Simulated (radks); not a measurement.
Question: The niobium ion Nb38+, configuration [He] 2s1 (the NIST ground configuration). Calculated with a radial shooting solver on a logarithmic mesh with Libxc functionals: scalar-relativistic Kohn-Sham, PBEsol, spin-polarised, spherical densities, finite nucleus; open shells are filled with parallel spins first (spin-orbit coupling, left out, can overturn this in heavy ions); Fermi nuclear charge, rms radius 4.324 fm. Some entries of the table are withheld. Estimate them.

| orbital | occ. | eigenvalue (hartree) | <r> (bohr) | r(max) (bohr) |
|---|---|---|---|---|
| 1s up | 1 | -815.3463 | 0.03589 | 0.02344 |
| 1s down | 1 | -814.9126 | 0.03588 | 0.02345 |
| 2s up | 1 | -197.2144 | 0.1464 | 0.1269 |
| 2p up | 0 | -191.1488 | 0.1252 | 0.09976 |
| 3s up | 0 | (1) | 0.3350 | 0.3229 |

Answer: 
(1) 3s up eigenvalue (hartree): -85.43205
